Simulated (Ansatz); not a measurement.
The cluster Os₃. The state is a singlet with charge 0. Geometry PBE0-D4/def2-TZVP, basis def2-TZVP, Ansatz.

Cartesian coordinates in Å:
```
Os -0.1943 0.5893 -1.3186
Os -0.0746 0.5008 1.3665
Os 0.2689 -1.0900 -0.0479
```

| run | HOMO (eV) | LUMO (eV) |
| --- | --- | --- |
| A | -4.97 | -3.02 |
| B | -7.08 | -0.88 |
| C | -4.18 | -4.16 |
| D | -4.22 | -4.02 |

In the def2 sets Os takes a core potential; there is no spin–orbit coupling. No other spin state of charge 0 was run. Another isomer (quintet) lies 1.40 eV lower at PBE0-D4/def2-TZVP; other spin states weren't run for this one.

Question: The runs used PBE, PBE0, r2SCAN, ωB97X-V. Estimate which is which.

Answer: A PBE0 (25 % exact exchange); B ωB97X-V (range-separated); C PBE (0 % exact exchange); D r2SCAN (0 % exact exchange). Exact exchange lowers occupied and raises empty levels; among semilocal functionals meta-GGAs tend to open the gap a little, and such runs are hard to tell apart. The gap grows from 0.02 eV (PBE) to 6.20 eV (ωB97X-V). The restricted singlet is unstable towards broken spin symmetry in Hartree–Fock (as tested in another run); at PBE0-D4/def2-TZVP, ωB97X-V/def2-TZVP, PBE-D4/def2-TZVP, r2SCAN-D4/def2-TZVP this wasn't settled.
